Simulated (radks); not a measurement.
Values are calculated unless marked as measured or tabulated.
Question: Neutral platinum: order these configurations by energy. Level of theory: Dirac Kohn-Sham, PBE, spin-unpolarised, spherical densities, finite nucleus; Fermi nuclear charge, rms radius of each element as measured or else 0.836 A^(1/3) + 0.57 fm (a radial shooting solver on a logarithmic mesh with Libxc functionals). Sub-shells are occupied by j as written (lower j first in brackets). [Xe] 4f14 5d(3/2: 4, 5/2: 4) 6s1 6p(1/2: 1, 3/2: 0); [Xe] 4f14 5d(3/2: 4, 5/2: 4) 6s2; [Xe] 4f14 5d(3/2: 4, 5/2: 5) 6p(1/2: 1, 3/2: 0); [Xe] 4f14 5d(3/2: 4, 5/2: 5) 6s1; [Xe] 4f14 5d10.

Answer: From the lowest, in eV above it: [Xe] 4f14 5d(3/2: 4, 5/2: 5) 6s1 0.000; [Xe] 4f14 5d(3/2: 4, 5/2: 4) 6s2 0.429; [Xe] 4f14 5d10 0.485; [Xe] 4f14 5d(3/2: 4, 5/2: 5) 6p(1/2: 1, 3/2: 0) 4.593; [Xe] 4f14 5d(3/2: 4, 5/2: 4) 6s1 6p(1/2: 1, 3/2: 0) 5.428.
